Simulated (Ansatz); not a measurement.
The same molecule with X = N, As, Sb. Ansatz, PBE0-D4/def2-TZVP geometries, multiplicity 1. Each molecule was computed in one conformer, which needn't be the lowest.

Elements past krypton have def2 core potentials. Scalar relativity is left out up to krypton.

| X | molecule | mean X–C bond length / Å | mean X–H bond length / Å | mean X–Si bond length / Å | HOMO–LUMO gap (ωB97M-V/def2-TZVPP) / eV | zero-point energy (PBE0-D4/def2-TZVP) / kJ/mol | HOMO–LUMO gap (PBE/def2-TZVPP) / eV |
| --- | --- | --- | --- | --- | --- | --- | --- |
| As | `CC[AsH][SiH3]` | 1.989 | 1.526 | 2.359 | 10.82 | 259.2 | 5.24 |
| Sb | `C[CH2][SbH][SiH3]` | 2.180 | 1.713 | 2.570 | 9.97 | 253.8 | 4.67 |

Question: Give the row for X = N, `CCN[SiH3]`. (An estimate is asked.)

Answer: Computed: 
```tsv
X	molecule	mean X–C bond length / Å	mean X–H bond length / Å	mean X–Si bond length / Å	HOMO–LUMO gap (ωB97M-V/def2-TZVPP) / eV	zero-point energy (PBE0-D4/def2-TZVP) / kJ/mol	HOMO–LUMO gap (PBE/def2-TZVPP) / eV
N	`CCN[SiH3]`	1.449	1.009	1.715	11.17	282.3	5.12
```

From N to Sb the mean X–C bond length rises at each step, by 0.731 Å in all; the mean X–H bond length rises at each step, by 0.704 Å in all; the mean X–Si bond length rises at each step, by 0.855 Å in all; the HOMO–LUMO gap (ωB97M-V/def2-TZVPP) falls at each step, by 1.20 eV in all; the zero-point energy (PBE0-D4/def2-TZVP) falls at each step, by 28.5 kJ/mol in all; the HOMO–LUMO gap (PBE/def2-TZVPP) isn't monotonic: highest at As, lowest at Sb. Bonds lengthen as the atom grows down the group.

Spin–orbit coupling is left out; it splits and shifts lone-pair levels of the heavy atoms by tenths of an eV.
